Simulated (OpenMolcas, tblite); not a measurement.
A ladder of methods for CH6AlFSi (SMILES C[SiH2][AlH][F])

The species is CH6AlFSi (10 atoms), meant as a singlet with charge 0. As SMILES, `C[SiH2][AlH][F]`. Geometry: relaxed at PBE0-D4/def2-TZVP. This is one conformer, not always the lowest.

```xyz
10

C     0.2093    1.5221   -0.5497
Si   -0.4873    0.1857    0.5781
Al    0.3205   -2.0619    0.0185
F    -0.2713   -3.3244    0.9101
H    -0.1710    2.5049   -0.2628
H    -0.0699    1.3408   -1.5899
H     1.2998    1.5511   -0.4953
H    -1.9787    0.1980    0.5096
H    -0.1292    0.4904    1.9955
H     1.3611   -2.4579   -1.1110
```

Quantity: the dipole moment, in D. The values are calculated.

```
                              level            kind     program  value (D)   CPU time
                           GFN1-xTB  semi-empirical      tblite       4.05  under 2 s
    HF/6-31G* (spherical functions)    Hartree–Fock  OpenMolcas       2.18      9.8 s
 SVWN5/6-31G* (spherical functions)             LDA  OpenMolcas       2.14       38 s
  BLYP/6-31G* (spherical functions)             GGA  OpenMolcas       2.01       50 s
r2SCAN/6-31G* (spherical functions)        meta-GGA  OpenMolcas       2.04       58 s
 B3LYP/6-31G* (Cartesian functions)   global hybrid  OpenMolcas       2.08       49 s
```

The values span 2.01 to 4.05 D. Magnitudes only. Times are those of the runs behind each value, whatever else they computed, on shared processors of several kinds: orders of magnitude only.
